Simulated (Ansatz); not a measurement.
Reactions of C₃H₇NSi, SMILES `CC[SiH2]C#N`.

Gas-phase electronic energies from Ansatz, PBE0-D4/def2-TZVP geometries. CBS: MP2 limit from def2 TZ/QZ plus the TZ coupled-cluster correction, frozen cores. This one scheme is used for every species. DFT in def2-TZVPP. def2 core potentials past Kr. For Se, Te outer-core shells are correlated without core-valence functions, which leaves a few kJ/mol of doubt a bond. Scalar relativity is left out up to krypton. Each species was taken in one conformer, which may not be the lowest.

```
                                                                  reaction  MP2/CBS(def2) (eV)  B2PLYP (eV)  ωB97M-V (eV)  CCSD(T)/CBS(def2) (eV)
              `CC[SiH2]C#N` + `[SiH3][TeH]` → `CC[Te][SiH3]` + `N#C[SiH3]`                0.29         0.37          0.44                    0.33
                     `CC[SiH2]C#N` + `N[SiH3]` → `N#C[SiH2]N[SiH3]` + `CC`               -0.69        -0.71         -0.66                   -0.69
                                   `CC[SiH2]C#N` + H₂ → `CC[SiH3]` + `C#N`                0.38         0.27          0.29                    0.30
`CC[SiH2]C#N` + `[F][Al]([Cl])[SeH]` → `C[Se][Al]([F])[Cl]` + `C[SiH2]C#N`               -0.02        -0.02          0.01                    0.00
                     `CC[SiH2]C#N` + `O[SiH3]` → `CC[SiH2]O[SiH3]` + `C#N`               -0.66        -0.65         -0.65                   -0.67
                                        `CC[SiH2]C#N` → `CCC#N` + `[SiH2]`                3.13         2.82          2.84                    2.91
                                         `CC[SiH2]C#N` → `C#N` + `CC[SiH]`                3.13         2.90          2.90                    2.93
```

Largest T1 diagnostic: 0.014, for `C#N`.
